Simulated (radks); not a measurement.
Results of a calculation; reference values are marked as such.
All-electron atom: Ne in [He] 2s2 2p5 3p1 (not the ground configuration).

Level of theory: scalar-relativistic Kohn-Sham, OLYP, spin-unpolarised, spherical densities, finite nucleus; Fermi nuclear charge, rms radius 3.0055 fm (a radial shooting solver on a logarithmic mesh with Libxc functionals).

Energy parts (hartree):
part                      energy
total                 -128.38750
kinetic                128.39869
electron-nucleus      -305.57686
Hartree                 60.79951
exchange-correlation   -12.00884

Orbitals (lengths in bohr, moments of r in powers of bohr; r(max) is where P^2 peaks):
orbital  occ.  eigenvalue (hartree)     <r>  r(max)
1s          2             -31.16735  0.1578  0.1026
2s          2              -1.85754  0.8615  0.6720
2p          5              -0.98943  0.8838  0.6059
3p          1              -0.04899   6.027   4.951

The highest occupied level is 3p at -1.333 eV. The electron density at the nucleus is 649.9 e/bohr^3 (large components only). The density falls to 0.001 e/bohr^3 at r = 3.23 bohr. Summed over all electrons, <r^2> = 50.12 bohr^2, which gives a Langevin (diamagnetic) susceptibility term of -39.7 x 10^-6 cm^3/mol.
